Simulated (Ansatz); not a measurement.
```yaml
crystal:
  periodic: [false, false, false]
  atoms:
    - {symbol: O, position_ang: [-1.319784, 0.581321, -0.045264]}
    - {symbol: Ge, position_ang: [0.311003, 0.054645, -0.273107]}
    - {symbol: Cl, position_ang: [1.492486, 0.726227, 1.357719]}
    - {symbol: Br, position_ang: [0.414367, -2.317477, -0.120908]}
    - {symbol: H, position_ang: [-1.760439, 0.234875, 0.719865]}
    - {symbol: H, position_ang: [0.903243, 0.581901, -1.555902]}
basis:
  gaussian: {orbitals: aug-cc-pVDZ, final_grid: {core_spheres: 5, valence_spheres: 4, degree: 11}}
hamiltonian: {xc: {name: HF}}
correlation: {method: mp2, frozen_orbitals: {O: 0}}
output: {forces: true}
```

```sh
$ ansatz run in.yaml --threads 4 --pin off --events-out ev --progress --plain --max-ram 10444MiB
```

How does Ansatz answer? (Best estimate.)

The calculation gave: The program refused the input.
```
Functional definition: HF
Error: "frozen_orbitals" has no count for Ge
```
